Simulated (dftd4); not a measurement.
H$_{4}$Sn, charge -1, doublet, at the geometry of the source list (a state made from the parent by changing its charge; the spin is typed, not shown lowest); D4 for wb97x (dftd4).

Input for dftd4:
```
$ dftd4 mol.xyz --func wb97x --charge -1 --json dftd4.json --noedisp --grad

# file mol.xyz
5

Sn    -0.00040000    -0.00240000     0.00050000
H     -1.07600000     1.12680000    -0.50160000
H      0.24570000    -1.08960000    -1.19940000
H     -0.58840000    -0.76120000     1.32790000
H      1.41910000     0.72650000     0.37260000
```

What the program printed (banner, timings and long lists left out):

```
                    ____  _____ _____     ____  _  _
      -------------|  _ \|  ___|_   _|---|  _ \| || |------------
     |             | | | | |_    | | ___ | | | | || |_           |
     |             | |_| |  _|   | ||___|| |_| |__   _|          |
     |             |____/|_|     |_|     |____/   |_|            |
     |             ===================================           |
     |            E. Caldeweyher, S. Ehlert & S. Grimme          |
     |          Mulliken Center for Theoretical Chemistry        |
     |                    University of Bonn                     |
      -----------------------------------------------------------

Rational (Becke-Johnson) damping: wb97x-D4-ATM
---------------------
  s6         1.0000
  s8         0.5093
  s9         1.0000
  a1         0.0662
  a2         5.4487
 alp        16.0000
--------------------

Dispersion energy:      -8.9419137217406E-03 Eh

Gradient norm:           1.9473557424199E-04 Eh/a0
--------------------------------------------------
     #    Z           dE/dx      dE/dy      dE/dz
--------------------------------------------------
     1   50 Sn   -1.345E-07 -8.226E-07  1.773E-07
     2    1 H    -6.368E-05  6.686E-05 -2.976E-05
     3    1 H     1.483E-05 -6.438E-05 -7.178E-05
     4    1 H    -3.517E-05 -4.489E-05  7.942E-05
     5    1 H     8.416E-05  4.323E-05  2.195E-05
--------------------------------------------------

Virial:
--------------------------------------------------
      component           x          y          z
--------------------------------------------------
          x       4.012E-04 -1.621E-09 -2.236E-06
          y      -1.621E-09  3.989E-04  3.300E-07
          z      -2.236E-06  3.300E-07  4.057E-04
--------------------------------------------------

[Info] Dispersion results written to 'dftd4.txt'
[Info] JSON dump of results written to 'dftd4.json'
```
